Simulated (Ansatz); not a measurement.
Compare A (`O[SiH2][O][AlH2]`) with its isomer B (`O[SiH](O)[AlH2]`).

Gas-phase electronic energies from Ansatz, PBE0-D4/def2-TZVP geometries. CCSD(T)/CBS adds triple-zeta CCSD(T) − MP2 to the extrapolated MP2 energy (def2 sets, frozen cores). Functionals use def2-TZVPP. B3LYP here is the variant with VWN-RPA as its local correlation; programs differ in this. One conformer a species, not always the lowest.

A:

```xyz
9

O    -0.622    0.664   -1.997
Si    0.585    0.011   -1.096
O     0.155   -0.207    0.450
Al   -0.462   -0.479    1.992
H    -0.843    1.585   -1.851
H     0.867   -1.293   -1.736
H     1.776    0.902   -1.109
H    -1.538    0.536    2.545
H     0.082   -1.719    2.803
```

B:

```xyz
9

O    -0.187    1.617    1.085
Si    0.062    0.783   -0.324
O    -1.284    0.723   -1.286
Al    0.868   -1.511    0.168
H    -0.675    1.184    1.786
H     0.998    1.646   -1.082
H    -1.985    0.115   -1.045
H    -0.089   -2.500    0.978
H     2.292   -2.056   -0.280
```

Task: Which isomer does CCSD(T)/CBS put lower? Give the gap. (Estimate.)

Result: Ansatz gave: A, by 190.0 kJ/mol.

Task: Give E(B) − E(A) in kJ/mol with CCSD/def2-TZVPP, r2SCAN-D4, ωB97M-V, PBE0-D4, LDA (SPW92), CCSD(T)/def2-SVP, B3LYP-D4. (An estimate is asked.)

Result: Computed: CCSD/def2-TZVPP 195.0, r2SCAN-D4 185.6, ωB97M-V 192.8, PBE0-D4 170.3, LDA (SPW92) 163.9, CCSD(T)/def2-SVP 200.2, B3LYP-D4 189.0. None reverses the order clearly.

Task: Does the order hold for the free energy at 298.15 K (harmonic terms from PBE0-D4)? (Best estimate.)

Result: Ansatz gave: Yes: G(B) − G(A) = +195.4 kJ/mol, for one conformer each. Modes under 60 cm⁻¹, often nearly free rotors, make the harmonic entropy too high.

Largest T1 diagnostic: 0.013.

Leaving LDA and LC-ωPBE aside and taking each functional with its dispersion term where it has one, the values, not all of them listed here, spread over 41.4 kJ/mol, from revPBE-D4 to BHLYP-D4. LDA lies +4.0 kJ/mol from PBE without D4. From BLYP to BHLYP (50 % exact exchange), in def2-TZVPP and without D4, E(B) − E(A) moves by +20.1 kJ/mol.
